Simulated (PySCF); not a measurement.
**Dipole moment and polarisability of `C=C(NC=O)C(N)=O`**

Species: C₄H₆N₂O₂.
Structure used (GFN2-xTB), in Å, numbered top down from 1:
```xyz
14
C4H6N2O2 angstrom
C     -0.0606    0.8662   -1.1788
C     -0.0047    0.0777   -0.1056
N      1.1728   -0.3598    0.4972
C      2.4497   -0.0888    0.1450
O      2.8145    0.5988   -0.7738
C     -1.1829   -0.4828    0.6413
N     -2.4100   -0.1636    0.1930
O     -1.0077   -1.1982    1.6120
H     -0.9886    1.1838   -1.6176
H      0.8424    1.2142   -1.6460
H      0.9780   -0.9541    1.3012
H      3.1610   -0.5932    0.8264
H     -3.2075   -0.5291    0.6863
H     -2.5571    0.4283   -0.6029
```

Level: PBE0/def2-SVPD (PySCF), static field, nuclei fixed, core orbitals frozen in the response. The polarisability tensor in these axes (au):

```
x    89.99  -0.23   0.83
y    -0.23  57.95 -18.98
z     0.83 -18.98  69.66
```

Q: What are the eigenvalues, a third of the trace, and Δα (Δα² = ½Σ(αi − αj)² over the three pairs)?

A: Principal values 43.94, 83.57 and 90.09 au; mean 72.53 au = 10.75 Å³ = 11.96 × 10⁻⁴⁰ C²·m²/J; Δα = 43.26 au (60 % of the mean).

Q: What is the dipole moment, and where does it point?

A: (-3.61, 0.17, -0.28) D, 3.63 D in size, pointing from the negative to the positive side. Measured along this direction, the outermost atoms are H12 at the negative end and H13 at the positive end.

Q: Traceless (Buckingham) quadrupole moment about the centre of nuclear charge: eigenvalues?

A: -17.30, -2.71, 20.00 D·Å. The values depend on the origin, since the dipole doesn't vanish. The electronic extent ⟨r²⟩ about the same centre is 1052 bohr², a root-mean-square distance of 2.22 Å for the 60 electrons.

Q: Estimate the molar refractivity from the static electronic polarisability.

A: Lorentz–Lorenz: R = (4π/3)N_A α = 2.5225 cm³/(mol·Å³) × 10.75 Å³ = 27.1 cm³/mol, in the limit of long wavelengths.

Q: In a dilute gas of rigid molecules at 500 K, how does the orientational term μ²/3kT compare with the electronic polarisability?

A: In Gaussian units μ²/3kT = 63.49 Å³ against 10.75 Å³, a ratio of 5.91; the Debye molar polarisation (4π/3)N_A(α + μ²/3kT) is 187.3 cm³/mol, leaving out the vibrational part.

Geometry: GFN2-xTB, one conformer, isolated molecule.
